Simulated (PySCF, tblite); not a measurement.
Rigid-rotor lines calculated for a species of formula C7H10F2O2 (commonest isotopes; PBE0/pcSseg-1 in PySCF (dipole) on a GFN2-xTB geometry, gas phase), labelled J(Ka,Kc):

```csv
transition,MHz
"2(0,2) ← 1(0,1)",3771.2
"2(1,2) ← 1(1,1)",3643.4
"2(1,1) ← 1(1,0)",4072.5
"1(1,1) ← 0(0,0)",2197.9
"1(0,1) ← 0(0,0)",1929.0
```

Problem. Find the rotational constants.

Solution. 1(0,1) ← 0(0,0) is B + C, 2(1,1) ← 1(1,0) is 3B + C and 2(1,2) ← 1(1,1) is B + 3C, so B − C is half the difference of the last two, 214.5 MHz. 1(1,1) ← 0(0,0) is A + C. A = 1340.7, B = 1071.8, C = 857.2 MHz.

Problem. What moments of inertia, asymmetry and inertial defect follow?

Solution. I = 505379 MHz·u·Å² over each constant: Ia = 376.96, Ib = 471.53, Ic = 589.57 u·Å²; κ = (2B − A − C)/(A − C) = -0.112 (asymmetric top); Δ = Ic − Ia − Ib = -258.93 u·Å².

Problem. Which dipole components do these lines need?

Solution. μa and μb (a-type: ΔKa even, ΔKc odd; b-type: both odd). The calculation gives |μa| = 1.98 D, |μb| = 1.97 D, |μc| = 0.48 D.

Problem. Where do these fall, and of which type are they? 3(1,2) ← 2(0,2); 3(1,2) ← 3(0,3); 3(2,1) ← 2(1,1); 3(3,1) ← 2(2,0); 3(0,3) ← 2(0,2); 1(1,0) ← 0(0,0); 2(2,0) ← 2(1,1); 3(2,2) ← 2(2,1); 3(2,2) ← 2(1,2); 2(1,1) ← 1(0,1); 3(2,1) ← 3(2,2); 3(1,2) ← 2(2,1); 2(2,1) ← 1(1,1); 3(1,2) ← 3(1,3); 2(1,2) ← 1(0,1); 3(1,3) ← 2(0,2).

Solution. 
```tsv
transition	MHz	type	branch
3(2,1) ← 3(2,2)	369	a	Q
2(2,0) ← 2(1,1)	893	b	Q
3(1,2) ← 3(1,3)	1263	a	Q
3(1,2) ← 3(0,3)	1318	b	Q
1(1,0) ← 0(0,0)	2412	c	R
2(1,2) ← 1(0,1)	3912	b	R
2(1,1) ← 1(0,1)	4556	c	R
2(2,1) ← 1(1,1)	5094	c	R
3(1,2) ← 2(2,1)	5231	b	R
3(0,3) ← 2(0,2)	5505	a	R
3(1,3) ← 2(0,2)	5560	b	R
3(2,2) ← 2(2,1)	5787	a	R
3(1,2) ← 2(0,2)	6823	c	R
3(2,1) ← 2(1,1)	6962	c	R
3(2,2) ← 2(1,2)	7237	c	R
3(3,1) ← 2(2,0)	7628	b	R
```

Problem. Which structure gave them?

Solution. `CO[C@@H]1[C@@H](F)CCC(=O)[C@@H]1F`, point group C1. Three constants can't fix a structure by themselves; this is the one that was computed:
```
atom  x, y, z in Å
C1     2.534    0.260   -0.652
O2     1.342   -0.485   -0.478
C3     0.687   -0.299    0.747
C4    -0.426   -1.355    0.784
F5    -1.077   -1.285    2.000
C6    -1.410   -1.129   -0.357
C7    -2.000    0.285   -0.328
C8    -0.911    1.332   -0.268
O9    -0.784    2.234   -1.046
C10    0.017    1.085    0.913
F11    0.959    2.075    1.045
H12    2.997   -0.138   -1.552
H13    2.330    1.324   -0.787
H14    3.206    0.125    0.202
H15    1.389   -0.441    1.587
H16    0.014   -2.357    0.725
H17   -2.215   -1.862   -0.288
H18   -0.865   -1.286   -1.287
H19   -2.627    0.394    0.560
H20   -2.611    0.457   -1.214
H21   -0.559    1.083    1.848
```

The values belong to one conformer (point group C1) with, in the numbering `[CH3:1][O:2][C@@H:3]1[C@@H:4]([F:5])[CH2:6][CH2:7][C:8](=[O:9])[C@@H:10]1[F:11]`, C1–O2–C3–C4 -171°, O2–C3–C4–F5 177°, C3–C4–C6–C7 -56°, C4–C6–C7–C8 52°, C6–C7–C8–O9 125°. Its GFN2-xTB frequencies are all real (lowest 50 cm⁻¹). Constants of a rigid frame at the computed geometry: no zero-point averaging, no centrifugal distortion. A rigid rotor knows nothing of internal rotation, which can split or shift real lines.
